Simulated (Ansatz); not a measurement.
Reaction (formal hydrolysis of the Si–O bond): `[AlH2][NH][SiH2]O[SiH3]` + H₂O → `O[SiH2][NH][AlH2]` + `O[SiH3]`

Calculated with Ansatz (gas phase, PBE0-D4/def2-TZVP geometries, no zero-point term in ΔE). CCSD(T)/CBS is the MP2 limit (def2-TZVPP, def2-QZVPP) plus CCSD(T) − MP2 in def2-TZVPP, frozen cores. This one scheme is used for every species. One conformer a species, not always the lowest.

`[AlH2][NH][SiH2]O[SiH3]`:

Cartesian coordinates in Å:
```
Al -1.800 1.132 -1.987
N -0.256 0.983 -1.101
Si 0.628 -0.437 -0.724
O 0.380 -0.965 0.806
Si 0.787 -0.841 2.380
H -2.392 2.586 -2.187
H -2.476 -0.193 -2.519
H 0.154 1.844 -0.761
H 0.160 -1.509 -1.632
H 2.085 -0.183 -0.876
H 2.179 -0.333 2.520
H 0.686 -2.180 3.011
H -0.136 0.097 3.070
```

H₂O:

```xyz
3

O    -0.073   -0.056   -0.378
H    -0.424    0.634    0.189
H     0.497   -0.579    0.189
```

`O[SiH2][NH][AlH2]`:

Cartesian coordinates in Å:
```
O -0.202 -1.602 1.522
Si -0.521 -0.969 0.032
N 0.665 0.200 -0.359
Al 0.498 1.974 -0.456
H -0.533 -2.483 1.702
H -1.829 -0.266 0.014
H -0.542 -2.095 -0.945
H 1.596 -0.174 -0.502
H -0.927 2.608 -0.200
H 1.795 2.809 -0.809
```

`O[SiH3]`:

Z-matrix (Å, degrees):
```
Si
O 1 1.648
H 1 1.489 2 111.7
H 1 1.489 2 111.7 3 120.9
H 1 1.481 2 105.9 3 -119.6
H 2 0.957 1 117.9 3 -60.5
```

```json
{"species": "`[AlH2][NH][SiH2]O[SiH3]`", "CCSD(T)/CBS(def2) energy (Eh)": "-955.00198"}
{"species": "H₂O", "CCSD(T)/CBS(def2) energy (Eh)": "-76.37941"}
{"species": "`O[SiH2][NH][AlH2]`", "CCSD(T)/CBS(def2) energy (Eh)": "-664.68190"}
{"species": "`O[SiH3]`", "CCSD(T)/CBS(def2) energy (Eh)": "-366.69042"}
```

(1) Work out ΔE.

Largest T1 diagnostic among the species: 0.012.

## Answers

(1) ΔE = (-664.68190) + (-366.69042) − (-955.00198) − (-76.37941) = 0.00907 Eh = +5.7 kcal/mol.

The D4 term adds +1.8 kcal/mol with B3LYP and +1.1 kcal/mol with PBE0; it sums over pairs of atoms, weighted by their polarisabilities, and B3LYP, whose exchange is more repulsive, gets the larger term. From PBE to PBE0 (25 % exact exchange), in def2-TZVPP and without D4, ΔE moves by +0.8 kcal/mol.

B3LYP here is the variant with VWN-RPA as its local correlation; programs differ in this.
